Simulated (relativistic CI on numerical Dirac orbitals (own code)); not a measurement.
**How well does a small relativistic CI reproduce Si II?**

Computed by Dirac-Coulomb-Breit CI, orbitals from a KLI potential per configuration, QED by a radiative potential, valence Slater integrals scaled by 0.85, configuration energies shifted to the measured levels that pair with them (semi-empirical) (own radial code, finite nucleus).

CI space (outside the closed core [Ne]): 3s²3p, 3s3p², 3s²4s, 3s²3d, 3s²4p, 3s²5s, 3s²4d, 3s²4f, 3s²5p, 3s3p3d, 3s²5d, 3s²5f, 3s²5g, 3s3p4s, 3p³, 3s3p4p, 3p3d², 3p²4s, 3s4s², 3p²3d, 3s3d4s, 3s3d². Levels of other configurations are missing.

| Configuration | Term (tabulated) | J | Measured (cm⁻¹) | Computed | Error | Purity (%) |
| --- | --- | --- | --- | --- | --- | --- |
| 3s²3p | 2P° | 1/2 | 0.0 | 0 | 0 | 96 |
| 3s²3p | 2P° | 3/2 | 287.2 | 272 | -16 | 96 |
| 3s3p² | 4P | 1/2 | 42824.3 | 42468 | -357 | 99 |
| 3s3p² | 4P | 3/2 | 42932.6 | 42570 | -362 | 99 |
| 3s3p² | 4P | 5/2 | 43107.9 | 42737 | -371 | 99 |
| 3s3p² | 2D | 3/2 | 55309.3 | 55997 | 687 | 66 |
| 3s3p² | 2D | 5/2 | 55325.2 | 56015 | 690 | 66 |
| 3s²4s | 2S | 1/2 | 65500.5 | 65500 | 0 | 95 |
| 3s3p² | 2S | 1/2 | 76665.4 | 76651 | -14 | 96 |
| 3s²3d | 2D | 3/2 | 79338.5 | 79360 | 21 | 65 |
| 3s²3d | 2D | 5/2 | 79355.0 | 79371 | 16 | 65 |
| 3s²4p | 2P° | 1/2 | 81191.3 | 81192 | 1 | 99 |
| 3s²4p | 2P° | 3/2 | 81251.3 | 81250 | -1 | 99 |
| 3s3p² | 2P | 1/2 | 83801.9 | 83827 | 25 | 92 |
| 3s3p² | 2P | 3/2 | 84004.3 | 84016 | 11 | 92 |
| 3s²5s | 2S | 1/2 | 97972.1 | 97972 | 0 | 100 |
| 3s²4d | 2D | 3/2 | 101023.1 | 101024 | 1 | 95 |
| 3s²4d | 2D | 5/2 | 101024.4 | 101023 | -1 | 95 |
| 3s²4f | 2F° | 7/2 | 103556.0 | 103556 | 0 | 99 |
| 3s²4f | 2F° | 5/2 | 103556.2 | 103556 | 0 | 99 |
| 3s²5p | 2P° | 1/2 | 103860.7 | 103861 | 1 | 99 |
| 3s²5p | 2P° | 3/2 | 103885.2 | 103885 | -1 | 99 |
| 3s3p3d | 2D° | 3/2 | 108778.7 | 109596 | 817 | 67 |
| 3s3p3d | 2D° | 5/2 | 108820.6 | 109642 | 822 | 67 |
| 3s²5d | 2D | 3/2 | 112394.6 | 112395 | 0 | 98 |
| 3s²5d | 2D | 5/2 | 112394.7 | 112394 | 0 | 98 |
| 3s²5f | 2F° | 7/2 | 113760.1 | 113760 | 0 | 99 |
| 3s²5f | 2F° | 5/2 | 113760.3 | 113760 | 0 | 99 |
| 3s²5g | 2G | 7/2 | 114177.1 | 114177 | 0 | 100 |
| 3s²5g | 2G | 9/2 | 114177.1 | 114177 | 0 | 100 |
| 3s3p3d | 4F° | 3/2 | 114265.6 | 114267 | 1 | 100 |
| 3s3p3d | 4F° | 5/2 | 114327.1 | 114328 | 1 | 100 |
| 3s3p3d | 4F° | 7/2 | 114414.6 | 114415 | 0 | 100 |
| 3s3p3d | 4F° | 9/2 | 114529.1 | 114528 | -1 | 100 |
| 3s3p4s | 4P° | 1/2 | 116862.4 | 116856 | -6 | 99 |
| 3s3p4s | 4P° | 3/2 | 116978.4 | 116975 | -4 | 99 |
| 3s3p4s | 4P° | 5/2 | 117178.1 | 117178 | 0 | 99 |
| 3s3p4s | 2P° | 1/2 | 121444.1 | 122455 | 1011 | 95 |
| 3s3p4s | 2P° | 3/2 | 121590.2 | 122678 | 1088 | 94 |
| 3p³ | 4S° | 3/2 | 123033.5 | 123033 | 0 | 98 |
| 3s3p3d | 4D° | 5/2 | 124316.9 | 123452 | -864 | 97 |
| 3s3p3d | 4D° | 3/2 | 124325.3 | 123419 | -906 | 97 |
| 3s3p3d | 4D° | 1/2 | 124337.3 | 123389 | -948 | 98 |
| 3s3p3d | 4D° | 7/2 | 124449.5 | 123476 | -973 | 99 |
| 3s3p3d | 4P° | 5/2 | 124567.4 | 122660 | -1907 | 96 |
| 3s3p3d | 4P° | 3/2 | 124615.6 | 122758 | -1858 | 96 |
| 3s3p3d | 4P° | 1/2 | 124638.9 | 122827 | -1812 | 98 |
| 3s3p3d | 2P° | 3/2 | 126236.4 | 127494 | 1258 | 57 |
| 3s3p3d | 2P° | 1/2 | 126279.0 | 127559 | 1280 | 57 |
| 3s3p4p | 4D | 1/2 | 131784.9 | 131790 | 5 | 99 |

Measured levels from NIST Handbook of Basic Atomic Spectroscopic Data (Sansonetti and Martin, J. Phys. Chem. Ref. Data 34, 1559 (2005)); pairs were made by configuration, J and term (by order where the table uses no LS term), so strongly mixed levels may be paired wrongly.

Mean error by configuration (cm⁻¹): 3s²3p -16; 3s3p² 39; 3s²4s 0; 3s²3d 19; 3s²4p 0; 3s²5s 0; 3s²4d 0; 3s²4f 0; 3s²5p 0; 3s3p3d -339; 3s²5d 0; 3s²5f 0; 3s²5g 0; 3s3p4s 418; 3p³ 0; 3s3p4p 5. Over the excited levels the mean absolute error is 370 cm⁻¹ (49 of the 49 excited levels that our extract of the source holds in range could be paired), and the median relative error of those above 1,000 cm⁻¹ is 0.0045 %, both after the shifts were fitted to these levels, so that a configuration with one level shows no error.

Configurations whose levels could be paired with our table of measured levels were shifted onto them, all but the ground configuration, by the median error of their levels; single terms can still be off by 1,000 to 2,000 cm⁻¹ or more, and rates follow the energies as ν³ (E1, M1) or ν⁵ (E2). The others borrow a shift and can be off by several thousand cm⁻¹ or more. The fine structure of a lone outer electron comes out too small, for d and f at times inverted, and misplaced configurations move strength between like terms. 49 of the 49 excited levels that our extract of the measured tables holds in this range could be paired (the sources list more); they are missed by 370 cm⁻¹ on average and 1907 at most, after the shifts were fitted to these levels, and levels without a partner can miss by more.

Shifts applied (cm⁻¹): 3s²3p 0; 3s3p² 1481; 3s²4s -925; 3s²3d -2137; 3s²4p -7247; 3s²5s -7708; 3s²4d -7817; 3s²4f -9501; 3s²5p -7772; 3s3p3d -557; 3s²5d -7842; 3s²5f -9309; 3s²5g -9170; 3s3p4s -640; 3p³ 1117; 3s3p4p -280.
